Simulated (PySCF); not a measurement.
Simulated Si 2p region for SiBr2H2, `[H][Si]([H])(Br)Br`, binding energy against the vacuum level.

Every computed line was given a Gaussian of 0.4 eV full width at half maximum and an area set by the number of equivalent atoms (split 2:1 within a doublet); the highest printed point is 100. Method: delta-SCF UKS SCAN, pcX-2 on the ionised atom, pcseg-1 elsewhere, spin-free X2C (PySCF).

binding energy (eV), intensity and a bar:
```
    108.1          0 
    108.2          2 
    108.3          7 ##
    108.4         24 #######
    108.5         54 ################
    108.6         88 ##########################
    108.7        100 ##############################
    108.8         81 ########################
    108.9         49 ###############
    109.0         27 ########
    109.1         27 ########
    109.2         41 ############
    109.3         50 ###############
    109.4         44 #############
    109.5         28 ########
    109.6         13 ####
    109.7          4 #
    109.8          1 
    109.9          0
```

Question: How many maxima does the curve show, and how many computed lines lie under it?

Answer: The curve has 2 maxima (at 108.7 and 109.3 eV). Under it lie 2 lines from 1 inequivalent silicon site, drawn as a 2p3/2, 2p1/2 pair.

Question: Decompose the envelope and assign each component. Bonds: Si1–Br2, Si1–Br3. Hydrogens: H4, H5 on Si1.

Answer: 
```
position (eV)  relative area      line  atoms                     environment
       108.69           0.67  Si 2p3/2    Si1  silicon bonded to 2 Br and 2 H
       109.32           0.33  Si 2p1/2    Si1  silicon bonded to 2 Br and 2 H
```

Question: What are the centre and the root-mean-square width of the whole band?

Answer: The area-weighted mean of the lines is 108.90 eV. Their own spread about it is 0.30 eV (rms) and each Gaussian has σ = 0.4/2.355 = 0.17 eV; the variances add, which gives 0.34 eV.

No satellites, vibrations or lifetime broadening are included. The 2p values aren't plain energy differences: one relaxed spin-free 2p hole is combined with a matrix within the shell (ground-state 2p orbital-energy differences and spin–orbit coupling). 2p3/2, the mean of its two sublevels, lies a third of the splitting below the shell's mean and 2p1/2 two thirds above it; the statistical areas are 2:1. 2p1/2 minus 2p3/2 (ligand field included): Si 0.63 eV. Geometry: PBE0-D3(BJ)/def2-SVP; no solvent, vibrations or thermal averaging.

Hardware: one thread, x86-64 server, no GPU (shared host). Cost: 4.6 s.
